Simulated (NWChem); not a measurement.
Species: C₃H₁₁Si₃, doublet; SMILES C1[SiH]C[SiH2]C[SiH2]1

```xyz
17

C     -0.9464    -1.5660    -0.4043
Si    -1.8701    -0.0065     0.1666
C     -0.9576     1.5596    -0.4038
Si     0.8528     1.5909     0.1680
C      1.7323     0.0064    -0.3778
Si     0.8641    -1.5845     0.1676
H     -0.9762    -1.6277    -1.5004
H     -1.4608    -2.4572    -0.0232
H     -1.9578    -0.0070     1.6625
H     -0.9879     1.6216    -1.5000
H     -1.4783     2.4470    -0.0225
H      0.8930     1.6953     1.6541
H      1.5557     2.7885    -0.3843
H      1.8132     0.0068    -1.4742
H      2.7599     0.0100     0.0095
H      0.9051    -1.6890     1.6536
H      1.5755    -2.7769    -0.3851
```
Atoms are numbered in this order, from 1.

Computed with NWChem. Pople sets run with spherical d functions. Spin-unrestricted. The geometry was optimised at B3LYP/6-31G* (spherical d), spin-unrestricted. Not confirmed as a minimum by frequencies. No stability test was run on the SCF state. Level: PBE/6-31G* with SMD (1 M gas to 1 M solution), gas-phase geometry. Reactions with the solvent are ignored.

```json
[
 {"solvent": "water", "dielectric constant": "78.4", "solvation free energy (kcal/mol)": "1.7", "cavity-dispersion-structure term (kcal/mol)": "4.3", "dipole in solution (D)": "2.03"},
 {"solvent": "1-propanol", "dielectric constant": "20.5", "solvation free energy (kcal/mol)": "-3.3", "cavity-dispersion-structure term (kcal/mol)": "-0.8", "dipole in solution (D)": "1.99"},
 {"solvent": "ethylene glycol", "dielectric constant": "40.2", "solvation free energy (kcal/mol)": "-0.8", "cavity-dispersion-structure term (kcal/mol)": "1.8", "dipole in solution (D)": "2.01"},
 {"solvent": "benzene", "dielectric constant": "2.27", "solvation free energy (kcal/mol)": "-3.1", "cavity-dispersion-structure term (kcal/mol)": "-1.7", "dipole in solution (D)": "1.64"},
 {"solvent": "cyclohexanone", "dielectric constant": "15.6", "solvation free energy (kcal/mol)": "-2.4", "cavity-dispersion-structure term (kcal/mol)": "0.1", "dipole in solution (D)": "1.97"},
 {"solvent": "tetrahydrofuran", "dielectric constant": "7.43", "solvation free energy (kcal/mol)": "-2.8", "cavity-dispersion-structure term (kcal/mol)": "-0.6", "dipole in solution (D)": "1.90"},
 {"solvent": "1-octanol", "dielectric constant": "9.86", "solvation free energy (kcal/mol)": "-2.9", "cavity-dispersion-structure term (kcal/mol)": "-0.5", "dipole in solution (D)": "1.93"}
]
```
